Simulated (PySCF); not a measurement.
A calculated (M06-L, PySCF 2.14, cc-pV(D+d)Z, no relativity, point nucleus) atom or ion has these occupied shells.

| shell | electrons | orbital energy (eV) | rms radius, mean of both spins (bohr) |
| --- | --- | --- | --- |
| 1s α | 1 | -2422.9 | 0.113 |
| 1s β | 1 | -2422.3 | 0.113 |
| 2s α | 1 | -227.94 | 0.520 |
| 2s β | 1 | -227.58 | 0.520 |
| 2p α | 3 | -171.17 | 0.494 |
| 2p β | 3 | -170.50 | 0.494 |
| 3s α | 1 | -29.944 | 1.79 |
| 3s β | 1 | -25.430 | 1.79 |
| 3p α | 3 | -18.379 | 2.04 |

Name the element and its charge.

S⁺ (sulfur, charge +1), in [Ne] 3s2 3p3, high-spin 4S determinant.
